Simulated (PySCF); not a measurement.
The same groups moved round the core (propene ethynyl). All species are isolated molecules in the gas phase. One relaxed conformer stands for each flexible species; it need not be the lowest. Strings in code marks are SMILES.

The T1 excitation (TDA) from two functionals at the same geometries (PBE0-D3(BJ)/def2-TZVP), both in PySCF: PBE-D3(BJ)/def2-TZVP and B3LYP-D3(BJ)/def2-TZVP. B3LYP has the VWN-RPA correlation part, as in Gaussian. Excitations are Tamm–Dancoff values on a coarser integration grid. The basis has no diffuse functions, so Rydberg states are missing or too high.

```tsv
species	PBE-D3(BJ)/def2-TZVP (eV)	B3LYP-D3(BJ)/def2-TZVP (eV)
`C(/C)=C\C#C`	3.43	3.47
`C#C/C=C\C`	3.45	3.48
`C#CCC=C`	4.56	4.52
```

Over these rows, drawn at random from the members with no instability flagged (it was tested for open shells, ions and some series alone), PBE minus B3LYP-D3(BJ): mean -0.01 eV, from -0.04 eV to +0.03 eV.
